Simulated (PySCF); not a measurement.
Nb(O)(Cl)2(Me) (CH₃Cl₂NbO), SMILES [CH3][Nb]([Cl])(=[O])[Cl], multiplicity 1.

The structure is a stationary point at PBE0-D3(BJ)/def2-SVP. The multiplicity is an assumed one; no other spin state was optimised. The structure was generated by enumeration; whether it is a known compound was not checked. The def2 effective core potentials stand for the cores of Nb; spin–orbit coupling is left out.

Level of theory: PBE/def2-TZVP run with PySCF.

Isolated molecule, no solvent.

Q: Estimate the frontier levels, gap, dipole moment and polarisability. (Estimate from the structure and the level; the computed values follow.)

A: 
```json
{
 "highest_occupied_level": "-7.64 eV",
 "lowest_empty_level": "-3.79 eV",
 "orbital_gap": "3.85 eV",
 "dipole_moment": "1.97 D",
 "quadrupole, principal values (traceless, Buckingham form, about the centre of nuclear charge)": "-4.10, -1.68, 5.78 D·Å",
 "mean_static_polarisability": "82.3 bohr³ (12.19 Å³)",
 "polarisability_principal_values": "70.4, 85.7, 90.7 bohr³"
}
```
